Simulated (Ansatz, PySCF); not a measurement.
silene anion (CH4Si), SMILES C=[SiH2] (connectivity only; charge and spin as stated), charge -1, multiplicity 2. Atoms are numbered in the order given.

```xyz
6

C     -1.1989    -0.1063     0.0000
Si     0.5981     0.1227     0.0000
H     -1.7716     0.0991    -0.9069
H     -1.7716     0.0991     0.9069
H      1.1722    -0.6561     1.1815
H      1.1722    -0.6561    -1.1815
```
Charge -1, spin multiplicity 2.

Geometry: PBE0-D3(BJ)/def2-TZVPD. The spin state was assumed, not searched.

Two levels are set side by side: PBE-D3(BJ)/def2-TZVPD (Ansatz, a first-principles code) and PBE0-D3(BJ)/def2-TZVPD (Ansatz). Each level has its own optimised geometry; the coordinates shown are those of the second. Frequencies come from the Hessian of PySCF at each geometry. Differences are taken from unrounded values.

```csv
quantity,PBE0-D3(BJ)
mean bond length (Å),1.410
bond C1–Si2 (Å),1.812
bond C1–H3 (Å),1.092
bond C1–H4 (Å),1.092
bond Si2–H5 (Å),1.527
bond Si2–H6 (Å),1.527
highest harmonic wavenumber (cm⁻¹),3146
mean harmonic wavenumber (cm⁻¹),1332
zero-point energy (kcal/mol),22.85
```

Q: What does PBE-D3(BJ) give, and how far is it from PBE0-D3(BJ)? (The exact figures need the calculation; the answer reports its results.)

A: 
```json
[
 {"quantity": "mean bond length (Å)", "PBE-D3(BJ)": "1.420", "PBE-D3(BJ) minus PBE0-D3(BJ)": "0.010"},
 {"quantity": "bond C1–Si2 (Å)", "PBE-D3(BJ)": "1.824", "PBE-D3(BJ) minus PBE0-D3(BJ)": "0.012"},
 {"quantity": "bond C1–H3 (Å)", "PBE-D3(BJ)": "1.100", "PBE-D3(BJ) minus PBE0-D3(BJ)": "0.008"},
 {"quantity": "bond C1–H4 (Å)", "PBE-D3(BJ)": "1.100", "PBE-D3(BJ) minus PBE0-D3(BJ)": "0.008"},
 {"quantity": "bond Si2–H5 (Å)", "PBE-D3(BJ)": "1.538", "PBE-D3(BJ) minus PBE0-D3(BJ)": "0.011"},
 {"quantity": "bond Si2–H6 (Å)", "PBE-D3(BJ)": "1.538", "PBE-D3(BJ) minus PBE0-D3(BJ)": "0.011"},
 {"quantity": "highest harmonic wavenumber (cm⁻¹)", "PBE-D3(BJ)": "3056", "PBE-D3(BJ) minus PBE0-D3(BJ)": "-90"},
 {"quantity": "mean harmonic wavenumber (cm⁻¹)", "PBE-D3(BJ)": "1291", "PBE-D3(BJ) minus PBE0-D3(BJ)": "-41"},
 {"quantity": "zero-point energy (kcal/mol)", "PBE-D3(BJ)": "22.14", "PBE-D3(BJ) minus PBE0-D3(BJ)": "-0.70"}
]
```

GGA bonds tend to be longer and softer than those of functionals with exact exchange. Differences between two approximate levels are no errors against the true value.
